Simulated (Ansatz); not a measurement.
Reaction (ligand exchange at the Si–Br bond): `O[Si](Br)(Br)Br` + HCl → `O[Si](Cl)(Br)Br` + HBr

Isolated molecules relaxed with PBE0-D4/def2-TZVP in Ansatz; ΔE leaves out vibrations. CCSD(T)/CBS adds triple-zeta CCSD(T) − MP2 to the extrapolated MP2 energy (def2 sets, frozen cores). This one scheme is used for every species. Functionals use def2-TZVPP. B3LYP here is the variant with VWN-RPA as its local correlation; programs differ in this. For Br outer-core shells are correlated without core-valence functions, which leaves a few kJ/mol of doubt a bond. Scalar relativity is left out up to krypton. One conformer a species, not always the lowest.

Problem. Is it downhill or uphill in electronic energy at CCSD(T)/CBS, and by how much? (Estimate.)

Solution. The calculation gave: Downhill: ΔE = -0.9 kcal/mol.

Problem. What do these levels give: BLYP-D4, r2SCAN-D4, BHLYP-D4, CAM-B3LYP-D4, B3LYP, CAM-B3LYP, RPA@PBE/def2-TZVPP, CCSD/def2-SVP, CCSD(T)/def2-SVP, SCS-MP2/def2-TZVPP, SCS-MP2/def2-QZVPP, CCSD/CBS(def2)? (An estimate is asked.)

Solution. The calculation gave: BLYP-D4 -1.6, r2SCAN-D4 -1.6, BHLYP-D4 -1.4, CAM-B3LYP-D4 -2.0, B3LYP -2.0, CAM-B3LYP -2.4, RPA@PBE/def2-TZVPP -1.4, CCSD/def2-SVP -2.7, CCSD(T)/def2-SVP -2.5, SCS-MP2/def2-TZVPP -1.3, SCS-MP2/def2-QZVPP -1.1, CCSD/CBS(def2) -1.0 kcal/mol.

Largest T1 diagnostic among the species: 0.008.

At CCSD(T), def2-SVP lies −1.7 kcal/mol from the extrapolated value and def2-TZVPP −0.5 kcal/mol. Leaving LDA and LC-ωPBE aside and taking each functional with its dispersion term where it has one, the values, not all of them listed here, spread over 1.4 kcal/mol, from B97M-V to HSE06-D4. In def2-TZVPP, CCSD(T) changes the Hartree–Fock value by +0.9 kcal/mol (the triples alone add +0.1 kcal/mol) and MP2 by +1.3 kcal/mol.
